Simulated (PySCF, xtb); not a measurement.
Si(H)(Me)2(SeH) (C2H8SeSi), SMILES C[SiH](C)[SeH].

GFN2-xTB run with xtb at its own geometry gives an orbital gap of 4.48 eV and a dipole moment of 3.83 D.

Geometry: r2SCAN-D4/def2-SVP. One conformer was computed; it need not be the lowest.

**Question.** What does PBE/def2-TZVP (PySCF) give? (Estimate from the structure and the level; the computed values follow.)

**Answer.** gap 5.06 eV (levels -5.64 and -0.58 eV), dipole 1.90 D.
